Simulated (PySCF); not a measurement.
Dipole moment and polarisability of WN(NH2)3

WN(NH2)3 (singlet state).
Geometry (PBE0-D3(BJ)/def2-SVP, Å), atoms numbered from 1 in this order:
```xyz
11
H6N4W angstrom
W      0.003    0.001    0.311
N      0.018    0.008    1.972
N      1.902   -0.026   -0.173
H      2.677   -0.034    0.481
H      2.250   -0.036   -1.128
N     -0.932    1.660   -0.155
H     -1.114    1.968   -1.107
H     -1.301    2.334    0.507
N     -0.975   -1.635   -0.142
H     -1.362   -2.295    0.525
H     -1.167   -1.945   -1.091
```

Level: CAM-B3LYP/def2-SVPD (PySCF), static field, nuclei fixed, core orbitals frozen in the response. The polarisability tensor in these axes (au):

```
x   74.56 -0.01 -0.03
y   -0.01 74.54 -0.01
z   -0.03 -0.01 70.81
```

Give the principal values, the mean and the anisotropy Δα = √{½[(α1 − α2)² + (α2 − α3)² + (α1 − α3)²]}.

Principal values 70.81, 74.54 and 74.56 au; mean 73.31 au = 10.86 Å³ = 12.09 × 10⁻⁴⁰ C²·m²/J; Δα = 3.74 au (5 % of the mean).

What is the dipole moment, and where does it point?

(-0.04, -0.02, -4.37) D, 4.37 D in size, pointing from the negative to the positive side. Measured along this direction, the outermost atoms are N2 at the negative end and H11, H5 and H7 at the positive end.

What would n − 1 = 2πNα be for an ideal gas of these molecules at 500 K and 1 atm, electronic part alone?

N = p/kT = 1.4678 × 10¹⁹ cm⁻³, so n − 1 = 2π × N × 10.86 × 10⁻²⁴ cm³ = 1002 × 10⁻⁶ at long wavelengths.

Rayleigh depolarisation ratio (linearly polarised light, static tensor)?

ρ = 3Δα²/(45ᾱ² + 4Δα²) = 41.9/(241824 + 55.9) = 0.000173.

Form Σ f/ω² (atomic units) for the 10 lowest TDDFT singlets, given as eV and f, and set it beside the mean polarisability, which is this sum over all singlets: 5.55, 0.0000; 5.68, 0.0000; 5.79, 0.0351; 5.79, 0.0351; 5.85, 0.0045; 5.86, 0.0045; 5.96, 0.0461; 5.96, 0.0461; 6.23, 0.0123; 6.58, 0.0082.

They add up to 4.04 au, 5.5 % of the 73.31 au; the largest single term is 0.96 au, from the state at 5.96 eV. Terms in order: 0.00, 0.00, 0.78, 0.78, 0.10, 0.10, 0.96, 0.96, 0.23, 0.14 au. Higher excitations give the rest. The strengths listed sum to 0.192.

Find the Langevin capture rate constant for H3O+ (19.018 u) meeting this molecule (246.010 u), k = 2.342 × 10⁻⁹ cm³/s × √(α in Å³ / reduced mass in u).

The reduced mass is 17.65 u, so k = 1.84 × 10⁻⁹ cm³/s. The formula leaves out the permanent dipole, which adds to the capture rate.

In a dilute gas of rigid molecules at 273 K, how does the orientational term μ²/3kT compare with the electronic polarisability?

In Gaussian units μ²/3kT = 168.67 Å³ against 10.86 Å³, a ratio of 15.53; the Debye molar polarisation (4π/3)N_A(α + μ²/3kT) is 452.9 cm³/mol, leaving out the vibrational part.

Isolated species at its PBE0-D3(BJ)/def2-SVP geometry, gas phase. Atoms past krypton carry effective core potentials; spin–orbit coupling is left out.

The run behind these numbers computed excited states and ΔSCF ions as well. Hardware: x86-64 server, one thread, on a shared host. Cost: 2.5 min wall.
